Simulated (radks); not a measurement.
Isoelectronic series with 4 electrons, each ion in its NIST ground configuration. All-electron calculation, Dirac Kohn-Sham, BLYP, spin-unpolarised, spherical densities, finite nucleus; Fermi nuclear charge, rms radius of each element as measured or else 0.836 A^(1/3) + 0.57 fm. Program: a radial shooting solver on a logarithmic mesh with Libxc functionals. Total energies (hartree) and orbital eigenvalues (eV):

| ion | configuration | E (hartree) | 2s1/2 | 1s1/2 |
|---|---|---|---|---|
| Be | [He] 2s2 | -14.66446 | -5.4681 | -106.5834 |
| B+ | [He] 2s2 | -24.34436 | -19.4036 | -194.1562 |
| C2+ | [He] 2s2 | -36.53124 | -40.3002 | -309.2027 |
| N3+ | [He] 2s2 | -51.22533 | -68.0705 | -451.6031 |
| O4+ | [He] 2s2 | -68.42866 | -102.6908 | -621.3368 |
| F5+ | [He] 2s2 | -88.14404 | -144.1566 | -818.4135 |
| Ne6+ | [He] 2s2 | -110.37483 | -192.4713 | -1042.857 |
| Mg8+ | [He] 2s2 | -162.39833 | -309.6802 | -1573.982 |
| Al9+ | [He] 2s2 | -192.20002 | -378.5972 | -1880.746 |
| Si10+ | [He] 2s2 | -224.53505 | -454.4077 | -2215.043 |
| P11+ | [He] 2s2 | -259.40902 | -537.1277 | -2576.927 |
| S12+ | [He] 2s2 | -296.82799 | -626.7749 | -2966.458 |
| Cl13+ | [He] 2s2 | -336.79844 | -723.3683 | -3383.701 |
| Ar14+ | [He] 2s2 | -379.32736 | -826.9288 | -3828.724 |
| K15+ | [He] 2s2 | -424.42221 | -937.4786 | -4301.603 |
| Ca16+ | [He] 2s2 | -472.09085 | -1055.042 | -4802.416 |
| Sc17+ | [He] 2s2 | -522.34166 | -1179.643 | -5331.247 |
| Ti18+ | [He] 2s2 | -575.18355 | -1311.311 | -5888.186 |
